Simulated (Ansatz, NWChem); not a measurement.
C3H7I (SMILES CCCI): from total energies to a heat of formation

C3H7I has 11 atoms, charge 0, and is taken as a singlet. SMILES: `CCCI`. The coordinates come from a PBE0-D4/def2-TZVP relaxation. This is one conformer, not always the lowest.

```xyz
11

C    -0.1252    1.2995   -0.1335
C     0.2636   -0.0961   -0.5824
C     0.1334   -1.1555    0.4862
I    -1.9032   -1.4981    1.0942
H     0.0372    2.0248   -0.9330
H    -1.1788    1.3422    0.1508
H     0.4670    1.6144    0.7302
H    -0.3181   -0.3892   -1.4611
H     1.3163   -0.0999   -0.8951
H     0.6543   -0.8854    1.4038
H     0.4789   -2.1296    0.1481
```

Total energies at B2PLYP/def2-SVP (core potential), 7 core orbitals frozen (NWChem 7.3.0); the atoms run unrestricted:

| species | state | energy (Eh) |
| --- | --- | --- |
| C3H7I | singlet | -415.717730 |
| C | triplet | -37.775930 |
| I | doublet | -297.393296 |
| H | doublet | -0.497926 |

Harmonic wavenumbers at PBE/def2-SVP, in cm⁻¹: 122, 188, 269, 376, 492, 739, 798, 876, 985, 1000, 1075, 1163, 1169, 1247, 1315, 1351, 1392, 1396, 1419, 1427, 2946, 2971, 3009, 3030, 3058, 3068, 3105.

Measured heats of formation of the gaseous atoms at 298.15 K, in kJ/mol: C 716.9, I 106.8, H 218.0. Spin-orbit lowering of the atoms at 298 K (mean of the ground term's levels less their thermal mean, from spectra), in kJ/mol: C 0.02, I 30.32. Take 1 Eh = 2625.50 kJ/mol, 1 cm⁻¹ = 0.0119627 kJ/mol, RT = 2.479 kJ/mol.

Task: Work out the heat of formation of the gas at 298 K.

Result: 
1. Electronic atomisation energy: 3 × (-37.775930) + (-297.393296) + 7 × (-0.497926) − (-415.717730) = 1.511162 Eh = 3967.6 kJ/mol.
2. Zero-point energy: half the sum of the wavenumbers, 19993 cm⁻¹ = 239.2 kJ/mol.
3. Thermal vibrational enthalpy, Σ hcν̃/(exp(hcν̃/kT) − 1): 7.2 kJ/mol. Translation, rotation and pV of a non-linear molecule: 4 RT = 9.9 kJ/mol.
4. The 11 free atoms carry 5/2 RT each: 68.2 kJ/mol.
5. Spin-orbit coupling lowers the free atoms by 3 × 0.02 + 30.32 = 30.4 kJ/mol.
6. Atomisation enthalpy at 298 K: 3967.6 − 30.4 − 239.2 − 7.2 − 9.9 + 68.2 = 3749.1 kJ/mol.
7. Sum of the atoms' heats of formation: 3783.5 kJ/mol. Heat of formation: 3783.5 − 3749.1 = +34.4 kJ/mol.

The tabulated value is -30.0 kJ/mol (CRC Handbook of Chemistry and Physics), so this level is off by +64.4 kJ/mol, or 1.7 % of the atomisation enthalpy. A double-zeta basis underbinds. Anharmonicity and any spin-orbit splitting of the molecule are left out, and so is core correlation.
